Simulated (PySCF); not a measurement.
Gas-phase reaction: InH₃ + N₂ + 3 HCl = InCl₃.NH₃ + NH₃

Energies from PySCF, thermal terms from the rigid-rotor harmonic-oscillator model, ideal gas at 1 bar. † marks an energy on the PBE0/def2-TZVP geometry and frequencies; other levels use their own. MP2 and CCSD(T) freeze the core. All species are closed-shell singlets. In: scalar-relativistic def2 core potential, no spin-orbit coupling. Adducts (InCl₃.NH₃) have no counterpoise correction, and HF, PBE, BLYP, B3LYP and PBE0 lack dispersion. InH₃, InCl₃.NH₃: computed as isolated molecules; such fragments, hydroxides, amides, oligomers or adducts are transient or little studied in the gas. MP2 isn't extrapolated to the basis-set limit; its ΔH°(298 K) is -490.5 kJ in def2-SVP and -513.8 kJ in def2-TZVPP. CCSD(T) isn't extrapolated to the basis-set limit. The harmonic model lacks anharmonicity and excited electronic states, which grow with temperature; levels with a mode under 35 cm⁻¹ are left out. Soft modes under 120 cm⁻¹ make the harmonic entropy rough for InCl₃.NH₃.

```csv
level,"ΔE electronic, kJ","ΔH°(298 K), kJ","ΔS°(298 K), J/K","ΔG°(1000 K), kJ"
CCSD(T)/def2-SVP†,-540,-462,-380,-81
HF/def2-TZVP†,-536,-458,-380,-77
MP2/def2-SVP†,-569,-490,-380,-110
MP2/def2-TZVPP†,-592,-514,-380,-133
PBE/def2-SVP,-588,-512,-380,-132
PBE/def2-TZVP†,-571,-492,-380,-112
r2SCAN/def2-TZVP†,-611,-532,-380,-151
LDA/def2-TZVP†,-667,-588,-380,-207
ωB97M-V/def2-TZVP†,-584,-506,-380,-125
ωB97X-V/def2-TZVP†,-588,-510,-380,-129
```
ΔH° is lowest at LDA/def2-TZVP† and highest at HF/def2-TZVP†. No reference value is set beside these.
